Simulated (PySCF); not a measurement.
Molecule: `SC1CCCCC1`, C6H12S.

Molfile (atoms numbered from 1):
```
C6H12S
     RDKit          3D

 19 19  0  0  0  0  0  0  0  0999 V2000
    2.6831   -1.1908    0.2432 S   0  0  0  0  0  0  0  0  0  0  0  0
    1.1055   -0.4295   -0.2788 C   0  0  0  0  0  0  0  0  0  0  0  0
   -0.0182   -1.4046    0.0640 C   0  0  0  0  0  0  0  0  0  0  0  0
   -1.3798   -0.8351   -0.3231 C   0  0  0  0  0  0  0  0  0  0  0  0
   -1.6194    0.5292    0.3144 C   0  0  0  0  0  0  0  0  0  0  0  0
   -0.4935    1.5006   -0.0227 C   0  0  0  0  0  0  0  0  0  0  0  0
    0.8683    0.9314    0.3669 C   0  0  0  0  0  0  0  0  0  0  0  0
    3.4877   -0.2030   -0.2051 H   0  0  0  0  0  0  0  0  0  0  0  0
    1.1382   -0.3106   -1.3758 H   0  0  0  0  0  0  0  0  0  0  0  0
    0.0057   -1.6022    1.1512 H   0  0  0  0  0  0  0  0  0  0  0  0
    0.1576   -2.3701   -0.4365 H   0  0  0  0  0  0  0  0  0  0  0  0
   -2.1752   -1.5418   -0.0370 H   0  0  0  0  0  0  0  0  0  0  0  0
   -1.4329   -0.7381   -1.4226 H   0  0  0  0  0  0  0  0  0  0  0  0
   -1.6793    0.4110    1.4115 H   0  0  0  0  0  0  0  0  0  0  0  0
   -2.5907    0.9383   -0.0073 H   0  0  0  0  0  0  0  0  0  0  0  0
   -0.6530    2.4686    0.4789 H   0  0  0  0  0  0  0  0  0  0  0  0
   -0.5054    1.7095   -1.1080 H   0  0  0  0  0  0  0  0  0  0  0  0
    0.9293    0.8108    1.4628 H   0  0  0  0  0  0  0  0  0  0  0  0
    1.6741    1.6286    0.0844 H   0  0  0  0  0  0  0  0  0  0  0  0
  1  2  1  0
  2  3  1  0
  3  4  1  0
  4  5  1  0
  5  6  1  0
  6  7  1  0
  7  2  1  0
  1  8  1  0
  2  9  1  0
  3 10  1  0
  3 11  1  0
  4 12  1  0
  4 13  1  0
  5 14  1  0
  5 15  1  0
  6 16  1  0
  6 17  1  0
  7 18  1  0
  7 19  1  0
M  END
```

Geometry PBE0-D3(BJ)/def2-SVP throughout; GIAO in PySCF, gas phase, one conformer, non-relativistic; equivalent atoms averaged; basis pcSseg-1.

**Question.** How do the shifts δ (against CS2, TMS at the same level) depend on the functional? (a selection of nuclei; ppm; last column core-seconds on shared hosts with different chips, so compare them loosely)

**Answer.** 
```csv
functional,kind,S1,C3/C7,C4/C6,C5,H9,H8,H11/H19,H12/H16,H10/H18,core-s
LDA,LDA,-20.5,41.4,30.7,28.8,2.79,1.91,1.78,1.77,1.19,36
PBE,GGA,-16.3,40.6,31.0,29.3,2.72,1.66,1.73,1.72,1.19,36
OPBE,GGA,-32.2,37.1,29.0,27.4,2.68,1.69,1.65,1.67,1.21,62
KT3,GGA,-13.1,39.5,30.9,29.4,2.73,1.53,1.69,1.71,1.22,63
B97-D,GGA,-7.5,40.1,31.0,29.5,2.73,1.59,1.72,1.71,1.23,43
PBE0,global hybrid,-38.5,38.2,28.7,27.4,2.51,1.73,1.62,1.62,1.13,24
mPW1PW91,global hybrid,-37.6,38.0,28.7,27.3,2.49,1.69,1.61,1.60,1.13,37
WP04,global hybrid,-13.9,38.6,30.2,28.9,2.49,1.27,1.51,1.49,1.16,42
B97-2,global hybrid,-32.4,38.0,29.0,27.6,2.53,1.67,1.62,1.62,1.15,38
wB97X-D,range-separated hybrid,-37.9,37.6,28.0,26.8,2.37,1.71,1.57,1.56,1.09,50
```

**Question.** Which nucleus among those listed moves most, in ppm?

**Answer.** S1 (thiol sulfur): from -38.5 ppm with PBE0 to -7.5 ppm with B97-D. The smallest spread is 0.14 ppm, at H10/H18. Proton shifts span only some 12 ppm, so a few tenths of a ppm matter as much there as several ppm in carbon.
